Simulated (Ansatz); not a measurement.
Born–Oppenheimer molecular dynamics of CH6BFSSi (11 atoms, charge 0, multiplicity 1). It starts at the highest image of a converged band. Of that band: Neighbouring images differ by up to 1.9 eV, so the band resolves the path poorly. A vibrational analysis at the climbing image gives one clearly imaginary mode, 734i cm⁻¹, and a faint second one (25i cm⁻¹) that may be numerical noise or a soft torsion: probably a first-order saddle point.

These are results of RKS r2SCANh-D4/def2-SVP in Ansatz 0.2.0, not measurements.

```yaml
ensemble: NVE (velocity Verlet)
time_step: 0.5 fs
steps_asked: 200
starting_velocities_drawn_for: 100 K
seed: 11073
```

First frame:

```xyz
11
Properties=species:S:1:pos:R:3
B -0.733 1.594 1.371
C -0.350 0.584 0.249
S 0.890 -0.683 0.699
Si 0.642 -1.926 -1.407
F 0.651 -0.648 -2.434
H -0.245 1.568 2.471
H -1.550 2.439 1.096
H 0.021 1.160 -0.618
H -1.268 0.099 -0.138
H -0.057 -1.827 0.093
H 2.063 -2.417 -1.361
```

How far do the bonds stretch over the last three quarters of this one trajectory? (Pairs bonded in most of those frames.)


```csv
bond,mean (Å),spread (Å),shortest,longest
B1–C2,1.559,0.021,1.53,1.60
B1–H6,1.206,0.018,1.18,1.24
B1–H7,1.208,0.013,1.18,1.23
C2–S3,1.833,0.026,1.79,1.89
C2–H8,1.102,0.005,1.09,1.11
C2–H9,1.112,0.008,1.09,1.13
S3–Si4,2.211,0.162,1.97,2.48
Si4–F5,1.635,0.010,1.62,1.65
Si4–H10,1.573,0.115,1.36,1.79
Si4–H11,1.530,0.067,1.42,1.68
```

Mean temperature of the second half: 1121 K. The conserved energy stayed within 0.31 meV per atom of its start (net change -0.17 meV per atom), so the integration is sound. The kinetic energy rose, since the run started high on the potential surface and went downhill. A run of 0.1 ps of so small a system gives no equilibrium averages. The orbitals stay closed-shell, which can raise the energy where a bond breaks towards radicals; this wasn't checked here.

Run time: 8.3 min on 2 threads of Intel(R) Xeon(R) Platinum 8488C (Sapphire Rapids), on a shared host, peak memory 0.28 GiB.
